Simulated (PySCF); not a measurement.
Al(F)(Br)(Et) (C2H5AlBrF), SMILES C[CH2][Al]([F])[Br].

The structure is a stationary point at B3LYP-D3(BJ)/def2-SVP. The structure was generated by enumeration; whether it is a known compound was not checked. One conformer was computed; it need not be the lowest.

Calculation: TDDFT-PBE/def2-SVPD run with PySCF.

Vertical excitations. The molecule is in vacuum.

```csv
state,energy (eV),λ (nm),f,main pairs
S1,5.63,220,0.003,HOMO→LUMO+1 96 %
S2,5.73,216,0.081,"HOMO→LUMO 84 %, HOMO−1→LUMO 13 %"
S3,5.96,208,0.002,HOMO−1→LUMO+1 83 %
S4,5.98,207,0.036,HOMO−1→LUMO 76 %
S5,6.02,206,0.041,HOMO−2→LUMO 86 %
S6,6.35,195,0.077,HOMO−2→LUMO+1 85 %
S7,7.06,176,0.003,HOMO−3→LUMO 100 %
S8,7.18,173,0.026,"HOMO−3→LUMO+1 54 %, HOMO→LUMO+2 41 %"
S9,7.20,172,0.129,"HOMO→LUMO+2 50 %, HOMO−3→LUMO+1 43 %"
S10,7.50,165,0.006,HOMO−1→LUMO+2 95 %
T1,5.23,237,0,HOMO→LUMO 97 %
T2,5.28,235,0,HOMO→LUMO+1 96 %
T3,5.71,217,0,HOMO−1→LUMO 87 %
T4,5.73,216,0,HOMO−2→LUMO+1 85 %
```
Triplets are in the Tamm–Dancoff approximation, which puts them higher than full response would, so one can lie above its singlet here.
